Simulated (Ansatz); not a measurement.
ClH3InN (`[NH2][InH][Cl]`) at its PBE0-D4/def2-TZVP geometry, where that method's forces vanish. Charge 0, multiplicity 1. In takes the def2 core potential.

```json
{"atom": "N1", "x (Å)": "1.0314", "y (Å)": "0.4728", "z (Å)": "-0.2348"}
{"atom": "In2", "x (Å)": "-0.7280", "y (Å)": "-0.4600", "z (Å)": "-0.1129"}
{"atom": "Cl3", "x (Å)": "-1.2597", "y (Å)": "-0.8090", "z (Å)": "2.1379"}
{"atom": "H4", "x (Å)": "1.3142", "y (Å)": "0.9573", "z (Å)": "-1.0713"}
{"atom": "H5", "x (Å)": "1.3900", "y (Å)": "0.9324", "z (Å)": "0.5877"}
{"atom": "H6", "x (Å)": "-1.7478", "y (Å)": "-1.0936", "z (Å)": "-1.3066"}
```

Problem. For each bond, give half the difference of the two atoms' forces along it (eV/Å; positive pushes the atoms apart) under PBE-D4, r2SCAN-D4, B3LYP-D4, ωB97M-V in def2-TZVPP. (Estimate.)

Solution. Ansatz gave: 
```tsv
bond	length (Å)	PBE-D4	r2SCAN-D4	B3LYP-D4	ωB97M-V
N1–In2	1.995	0.11	0.08	0.22	0.04
N1–H4	1.007	0.21	0.02	-0.05	-0.03
N1–H5	1.008	0.19	0.00	-0.06	-0.02
In2–Cl3	2.339	0.18	0.06	0.23	0.00
In2–H6	1.693	-0.07	-0.11	-0.12	-0.09
```

B3LYP here is the variant with VWN-RPA as its local correlation; programs differ in this.
